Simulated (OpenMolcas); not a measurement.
# V2+: ligand-field states by method

V2+ with its 6 nearest fluoride ions at 2.07 Å, on the Li site of LiF (a = 4.028 Å, distance in the model lattice 2.014 Å). The rest of the host is ab initio model potentials to 7.6 Å and point charges beyond; the distance is set by hand and nothing relaxes, and no local charge compensation is placed. Ligand basis ANO-RCC-VDZP.
```
V     0.0000    0.0000    0.0000
F     2.0700    0.0000    0.0000
F     0.0000    2.0700    0.0000
F    -2.0700    0.0000    0.0000
F     0.0000   -2.0700    0.0000
F     0.0000    0.0000    2.0700
F     0.0000    0.0000   -2.0700
```

```
Program             : OpenMolcas 26.06
Basis               : ANO-RCC-VDZP [5s4p2d1f]
Scalar Hamiltonian  : DKH2, point nucleus
Active space        : 3 electrons in 5 orbitals (3d)
State averaging     : 2S+1 = 4 even, 10 roots; 2S+1 = 2 even, 40 roots
Spin-orbit coupling : state interaction with AMFI integrals over the reference wave functions
```

I. CASSCF
II. SS-CASPT2, IPEA 0.25 Eh, imaginary shift 0.1 Eh (closed shells correlated: 3s 3p and the ligand valence shells)

Spin-free states (labels of O, the rotations of Oh) in cm-1, each column counted from its own energy of the first state listed:

| State | Degeneracy | I | II |
| --- | --- | --- | --- |
| 4A2 | 1 | 0 | 0 |
| 4T2 | 3 | 13641 | 15350 |
| 2E | 2 | 16637 | 13670 |
| 2T1 | 3 | 17450 | 14570 |
| 4T1 | 3 | 21532 | 22060 |
| 2T2 | 3 | 23851 | 20010 |
| 2A1 | 1 | 27508 | 25600 |
| 2T2 | 3 | 30668 | 29700 |
| 2T1 | 3 | 31138 | 29870 |
| 2E | 2 | 32867 | 30380 |
| 4T1 | 3 | 33949 | 33940 |
| 2T1 | 3 | 37126 | 35070 |
| 2T2 | 3 | 43712 | 40760 |
| 2T1 | 3 | 45038 | 45920 |
| 2A2 | 1 | 46036 | 41500 |
| 2T2 | 3 | 48783 | 46870 |
| 2E | 2 | 52626 | 50090 |
| 2T1 | 3 | 55419 | 53340 |
| 2E | 2 | 71817 | 67920 |
| 2T2 | 3 | 74523 | 69900 |

From I to II, I's first state of the same spin (4T2) moves from 13641 to 15350 cm-1, by about +1700 cm-1.

From I to II, I's first state of another spin (2E) moves from 16637 to 13670 cm-1, by about -3000 cm-1.

I: A least-squares ligand-field fit to the states below 45000 cm-1, each weighted by its degeneracy and with a free common offset, gives 10Dq = 13899 cm-1, B = 961 cm-1 and C = 3385 cm-1 (C/B = 3.52), with an rms deviation of 170 cm-1. The same method and metal basis give the free ion B = 954 cm-1 (fit to its terms below 60000 cm-1, rms deviation 86 cm-1), so the nephelauxetic ratio is β = 961 / 954 = 1.01; it hangs on how both fits weigh the states, and computed free-ion B values tend to be too large, so β mixes covalency with correlation.

II: A least-squares ligand-field fit to the states below 45000 cm-1, each weighted by its degeneracy and with a free common offset, gives 10Dq = 15228 cm-1, B = 775 cm-1 and C = 2838 cm-1 (C/B = 3.66), with an rms deviation of 512 cm-1. The same method and metal basis give the free ion B = 827 cm-1 (fit to its terms below 60000 cm-1, rms deviation 408 cm-1), so the nephelauxetic ratio is β = 775 / 827 = 0.94; it hangs on how both fits weigh the states, and computed free-ion B values tend to be too large, so β mixes covalency with correlation.

From I to II, 10Dq changes by +10 %, B by -19 % and C by -16 %.

χT at 300 K: I 1.86, II 1.86 cm3 K/mol.

Roots that are degenerate in the reference are averaged as groups; the widest CASPT2 spread within a group is 200 cm-1 (the 3-fold group of multiplicity 2 near 69900 cm-1 above the lowest state of its run, II). Shifts and gaps below about the spread of the groups concerned are not significant. Ligand-to-metal charge-transfer states are missing. With no ligand orbital active B as a rule stays too high, so bands that hang on it stand too high and its fall with covalency is understated. Without dynamic correlation the repulsion within the d shell is too large (B by tens of per cent), so at a given field states of lower spin stand too high (holds for I). With metal d orbitals alone and no dynamic correlation 10Dq can be off by a tenth to a fifth, either way, in oxide and fluoride hosts (holds for I). With one d shell and no ligand orbital active, 10Dq can be off by tens of per cent for divalent 3d ions, low with halides held by bare charges and at times high in hosts (holds for II). Free-ion shares, where given, are those of the reference states; single-state CASPT2 does not remix them (holds for II). No measured value stands beside these numbers; the geometry was set by hand and not optimised.
